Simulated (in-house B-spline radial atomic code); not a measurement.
The numbers below are computed, except where a source is named.
Correlation energy from the adiabatic connection: −Z exp(−kr)/r, Z = 1.89, k = 0.247

Two electrons in a singlet, external potential −Z exp(−kr)/r, Z = 1.89, k = 0.247 (atomic units). Full CI in B-splines (partial waves to l = 8, correlation up to 0.6 % small) with the density held fixed gives W(λ) = <V_ee>_λ − U, and E_c is the integral of W(λ) − W(0) from 0 to 1.

```json
{"λ": "0", "W(λ) − W(0) (hartree)": "0.00000"}
{"λ": "0.02", "W(λ) − W(0) (hartree)": "-0.00195"}
{"λ": "0.05", "W(λ) − W(0) (hartree)": "-0.00485"}
{"λ": "0.12", "W(λ) − W(0) (hartree)": "-0.01144"}
{"λ": "0.25", "W(λ) − W(0) (hartree)": "-0.02309"}
{"λ": "0.4", "W(λ) − W(0) (hartree)": "-0.03568"}
{"λ": "0.6", "W(λ) − W(0) (hartree)": "-0.05115"}
{"λ": "0.8", "W(λ) − W(0) (hartree)": "-0.06530"}
{"λ": "1", "W(λ) − W(0) (hartree)": "-0.07828"}
```

Q: Integrate the table by the trapezoid rule.

A: The strips give -0.00002, -0.00010, -0.00057, -0.00224, -0.00441, -0.00868, -0.01165, -0.01436, which sum to -0.04203 hartree. The direct value, W(1) − W(0) + T_c with T_c = 0.03617, is -0.04211; the curve is convex, so chords lie above it and the trapezoids fall short in size by 0.19 %.

Q: Now use only three numbers: W(0) = -0.92948, the initial slope W'(0) = -0.0982 (extrapolated from the first points) and the strong-coupling limit of the point-charge-plus-continuum model, W∞ = -1.3298. What do second-order theory and the interpolation W(λ) = W∞ + (W(0) − W∞)/√(1 + 2χλ) of Seidl, Perdew and Levy give?

A: Second order keeps the slope alone: E_c = W'(0)/2 = -0.04910, +17 % in size against -0.04211. Matching the slope fixes χ = W'(0)/(W∞ − W(0)) = -0.0982/(-0.40032) = 0.24530. Integrating, with s = √(1 + 2χ) = 1.220904, E_c = −(W(0) − W∞)(s − 1)/(s + 1) = −0.40032 × 0.220904/2.220904 = -0.03982 hartree, -5.4 % in size against the full result. At λ = 1 the formula gives W − W(0) = -0.07243 against -0.07828. Part of the miss can come from the model's W∞.
